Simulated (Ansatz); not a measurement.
Mulliken charges of Al$_{2}$F$_{2}$H$_{2}$S, SMILES `[F][Al]([F])[S][AlH2]` from ωB97M-V/def2-TZVPP in Ansatz (PBE0-D4/def2-TZVP geometry).

| atom | x (Å) | y (Å) | z (Å) | charge (e) |
| --- | --- | --- | --- | --- |
| F1 | 0.391 | -0.718 | 0.875 | -0.252 |
| Al2 | 0.292 | -1.283 | -0.757 | 0.682 |
| F3 | 0.750 | -2.825 | -1.002 | -0.297 |
| S4 | -0.429 | 0.431 | -1.713 | -0.276 |
| Al5 | -0.271 | 1.118 | 0.490 | 0.410 |
| H6 | -1.649 | 1.179 | 1.258 | -0.134 |
| H7 | 0.978 | 2.031 | 0.804 | -0.134 |

Task: By hand: the dipole of these point charges (1 e Å = 4.8032 D).

Result: Σ q r = (-0.025, 0.054, -0.042) e Å, of length 0.073 e Å = 0.35 D.

Task: How does the dipole of the full density compare? (Estimate.)

Result: Computed: (0.077, -0.232, 0.010) e Å, 1.18 D; the point charges give 0.30 times that, at 147° from its direction, so they point the opposite way.

Point charges leave out the atoms' own dipoles, such as those of lone pairs, and Mulliken's split depends on the basis, so the two needn't agree.
